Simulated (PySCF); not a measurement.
Compound: C3HClF2S.
SMILES with atom numbers: `[F:1][C:2]([F:3])([Cl:4])[CH:5]=[C:6]=[S:7]` (hydrogens: H8 on C5)

Computed with LC-wPBE/def2-SVP geometry optimisation, gas phase in PySCF.

Some entries are withheld. Bonds in one row agree within 0.01 Å.

| coordinate | value |
| --- | --- |
| F1–C2, C2–F3 | ? |
| C2–Cl4 | 1.769 Å |
| C2–C5 | ? |
| C5=C6 | ? |
| C6=S7 | ? |
| C5–H8 | 1.093 Å |
| F1–C2–F3 | 107.7° |
| F1–C2–Cl4 | 108.5° |
| F1–C2–C5 | 111.1° |
| F3–C2–Cl4 | 107.6° |
| Cl4–C2–C5 | ? |
| C2–C5–C6 | ? |
| C5–C6–S7 | ? |

**Question.** Fill in the missing values.

**Answer.** 
- F1–C2, C2–F3 = 1.339 Å, drawn single (fluorine of a CF2 group to CF2 carbon); 0.01 Å above the sum of covalent radii, 1.33 Å.
- C2–C5 = 1.493 Å, drawn single (CF2 carbon to outer carbon of cumulated double bonds); equal to the sum of covalent radii, 1.49 Å.
- C5=C6 = 1.313 Å, drawn double (outer carbon of cumulated double bonds to central carbon of cumulated double bonds); 0.11 Å below the sum of covalent radii, 1.42 Å.
- C6=S7 = 1.542 Å, drawn double (ends: central carbon of cumulated double bonds; sulfur bonded to C); 0.20 Å below the sum of covalent radii, 1.74 Å.
- Cl4–C2–C5 = 111.0°, at the CF2 carbon; the outer atoms are 2.693 Å apart.
- C2–C5–C6 = 122.3°, at the outer carbon of cumulated double bonds; the outer atoms are 2.459 Å apart.
- C5–C6–S7 = 179.4°, at the central carbon of cumulated double bonds; the outer atoms are 2.854 Å apart.

Radii are Cordero's, carbon taken as 0.76, 0.73 or 0.69 Å for four, three, and two or fewer neighbours.

No frequency check. One conformer, not necessarily the lowest (F1–C2–C5–C6 -2°).
